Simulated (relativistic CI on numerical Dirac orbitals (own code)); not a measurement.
## Mg XI: what numerical and physical settings do to a radial Dirac CI calculation

Reference input:

```
atom Mg  Z=12  charge=10  electrons=2
nucleus A=24  rms_radius_fm=3.0570
hamiltonian dirac-coulomb  breit=on  qed=on  c_scale=1
orbitals kli  potential=per-configuration
slater_scale 1
correlation none
mixing on
grid step=0.0125 r_max=8.8
scf mixing=0.4 start=green max_iterations=150 tolerance=2e-08 node_fill=0.05
configurations
  1s2
  1s 2s
  1s 2p
end
```

Computed lowest total energy -136.82677 Ha, first excitation 10726552.6 cm⁻¹, 21 SCF steps. Runs with settings changed; * marks those that are bad on purpose:

```tsv
Changed	Outcome	Lowest level	ΔE (Ha)	First excitation (cm⁻¹)	SCF steps	Message
start potential bare, Breit term off	converged	1s2 1S_0	-0.0213	10731223.0	22	
Breit term off, nuclear radius 2.7513 fm	converged	1s2 1S_0	-0.0213	10731223.5	21	
node fill of the KLI weights 0.01, start potential bare, grid step 0.03	converged	1s2 1S_0	2.93e-05	10726507.5	21	
Slater scale 0.5	converged	1s2 1S_0	-1.37e-08	10739482.9	21	
Slater scale 2 *	converged	1s2 1S_0	2.7e-08	10700691.9	21	
node fill of the KLI weights 50 *	converged	1s2 1S_0	-2.17e-10	10736931.6	25
```
